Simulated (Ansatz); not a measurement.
An input meant for [Si4]4- (Si4⁴⁻) (charge -4, singlet; atoms displaced at random, 0.15 Å in each coordinate).

```yaml
crystal:
  periodic: [false, false, false]
  atoms:
    - {symbol: Si, position_ang: [1.583909, -0.069957, -0.101282]}
    - {symbol: Si, position_ang: [-0.034968, 1.358380, -0.981260]}
    - {symbol: Si, position_ang: [-0.334968, 1.058380, -0.981260]}
    - {symbol: Si, position_ang: [-0.256342, -1.313000, -0.596368]}
basis:
  gaussian: {orbitals: cc-pVDZ}
total_charge: -4
hamiltonian: {xc: {name: r2SCAN0}, dispersion: d4}
```

```sh
$ ansatz run in.yaml --threads 4 --pin off --events-out ev --progress --plain --max-ram 3916MiB
```

It prints (some lines left out):

```
Functional definition: r2SCAN0
752 factors; integrals over basis functions are off by at most 7.6e-4 eV
mean field evaluation 1: about -30439.7289 eV, gradient 1.3e2 eV
mean field evaluation 2: about -30099.1279 eV, gradient 2.9e2 eV
mean field evaluation 4: about -30469.0704 eV, gradient 6.9e1 eV
mean field evaluation 8: about -30466.9889 eV, gradient 8.9e1 eV
mean field evaluation 16: about -30487.6354 eV, gradient 2.0e0 eV
mean field evaluation 32: about -30487.6454 eV, gradient 3.5e-4 eV
a density is far from that of the atoms, so the factors are made again for it
889 factors; integrals over basis functions are off by at most 6.0e-4 eV
mean field -30487.64530403 eV, -1120.4002996547 hartree, gradient 2.2e-5 eV, S^2 0.000000; 0 other end points of the search recorded, 0 dependent functions left out
reference -30487.64530871 eV, -1120.4002998270 hartree; 30, 30 occupied and 42, 42 virtual orbitals, 889 factors
Total energy: -30487.72958506 eV, -1120.4033969258 hartree
```

In this input one atom was put on top of another. The run converged. The result belongs to that input, not to the species as meant.

A multiply charged anion in the gas phase is held together partly by the finite basis. The highest occupied level of an anion often lies above zero with these methods, and sets without diffuse functions describe the outer electron poorly. The restricted singlet is unstable towards broken spin symmetry at other levels; at RKS r2SCAN0-D4/cc-pVDZ this wasn't settled.
